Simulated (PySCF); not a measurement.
## Computed structure and properties of [La(NH3)3]3+

System: [La(NH3)3]3+ (singlet); start: displaced along the imaginary mode (C3). Method: PySCF 2.14.0, RKS PBE0, La lcecp-1-SVP with ECP46, N def2-SVP, H def2-SVP; non-relativistic Hamiltonian with scalar-relativistic core potentials where named; density fitting; no spin-orbit coupling.

Input of the relaxation:

```python
mol = gto.M(atom='''
La    -0.00000     0.00000    -0.00527
N      2.56260     0.00099     0.01414
H      3.00712    -0.67096     0.70575
H      3.01446    -0.26365    -0.90996
H      3.01127     0.93393     0.25000
N     -1.28215     2.21879     0.01414
H     -0.92249     2.93972     0.70575
H     -1.27890     2.74242    -0.90996
H     -2.31444     2.14087     0.25000
N     -1.28045    -2.21977     0.01414
H     -2.08463    -2.26876     0.70575
H     -1.73556    -2.47877    -0.90996
H     -0.69683    -3.07480     0.25000''',
    basis={'La': 'lcecp-1-SVP', 'N': 'def2-SVP', 'H': 'def2-SVP'},
    ecp={'La': 'lcecp-1-SVP'},
    charge=3, spin=0)
mf = dft.RKS(mol, xc='PBE0')
mf.grids.atom_grid = (50, 194)  # f atoms: unpruned, at least (60, 302)
mf = mf.density_fit()  # fitting sets: La AutoAux, N def2-universal-JKFIT, H def2-universal-JKFIT
mf.conv_tol = 1e-08; mf.max_cycle = 55
mf.kernel(dm0)  # dm0: converged density of the start geometry
# quasi-Newton relaxation in Cartesian coordinates to a largest gradient under 0.00045 Eh/bohr, steps kept in the point group
```

Run from Python with OMP_NUM_THREADS=2; the lines above give its settings. Where DIIS fails, smearing, a level shift and second-order steps follow.
It took 25 s on 2 threads of Intel(R) Xeon(R) Platinum 8488C (Sapphire Rapids) (shared host), from the converged density of the start.

Course of the relaxation:

```
step  energy above end (eV)  largest force component within the symmetry (eV/Å)
   0                 0.1299                                               0.977
   1                 0.0003                                               0.033
   2                 0.0001                                               0.010
   3                 0.0000                                               0.006
```

Relaxed geometry (C3):

```xyz
13

La    0.0000    0.0000   -0.0132
N     2.5638    0.0008    0.0137
H     3.0066   -0.6506    0.6862
H     3.0188   -0.2560   -0.8811
H     3.0111    0.9058    0.2438
N    -1.2826    2.2199    0.0137
H    -0.9398    2.9291    0.6862
H    -1.2877    2.7424   -0.8811
H    -2.2900    2.1548    0.2438
N    -1.2812   -2.2207    0.0137
H    -2.0668   -2.2785    0.6862
H    -1.7311   -2.4864   -0.8811
H    -0.7211   -3.0606    0.2438
```

```tsv
contact	Å
La1–N2 (NH3)	2.564
La1–N6 (NH3)	2.564
La1–N10 (NH3)	2.564
```

On the finer grid (75, 302):

- HOMO: -23.66 eV
- LUMO: -15.99 eV
- Dipole about the centre of mass: 0.05 D
- Set of Mulliken populations of La1 outside the core potential: s 2.15, p 6.11, d 0.76, f 0.04
- D3(BJ) dispersion energy (not in the energies): -0.194 eV

| atom | Mulliken (e) | Löwdin (e) | spin (e) |
| --- | --- | --- | --- |
| La1 | 1.95 | 1.69 | 0.00 |
| N2 | -0.39 | -0.04 | 0.00 |
| H3 | 0.25 | 0.16 | 0.00 |
| H4 | 0.25 | 0.16 | 0.00 |
| H5 | 0.25 | 0.16 | 0.00 |
| N6 | -0.39 | -0.04 | 0.00 |
| H7 | 0.25 | 0.16 | 0.00 |
| H8 | 0.25 | 0.16 | 0.00 |
| H9 | 0.25 | 0.16 | 0.00 |
| N10 | -0.39 | -0.04 | 0.00 |
| H11 | 0.25 | 0.16 | 0.00 |
| H12 | 0.25 | 0.16 | 0.00 |
| H13 | 0.25 | 0.16 | 0.00 |

The large-core potential holds the 4f shell empty.

On the grid (50, 194), as all that follows. Harmonic modes: 1 unstable but soft, so probably a saddle point, though modes this soft are near the noise (counted below −25 cm⁻¹); lowest -37 cm⁻¹ (negative: unstable), highest 3440 cm⁻¹, zero-point energy 3.079 eV.

Taking off one NH3 (charge 0, singlet; the rest: singlet) in vacuum, both parts rigid, costs 3.59 eV; the small basis without counterpoise inflates it. Parting with an electron moved from the ligand to the metal can be far cheaper, even downhill.

Rigid scan of NH3 along the line from its metal:

(distance to N2 (Å), energy (eV)): (2.26, 0.418), (2.36, 0.162), (2.46, 0.035), (2.56, 0.000), (2.66, 0.029), (2.76, 0.104), (2.96, 0.330)

One start shape was tried, so this needn't be the lowest isomer.
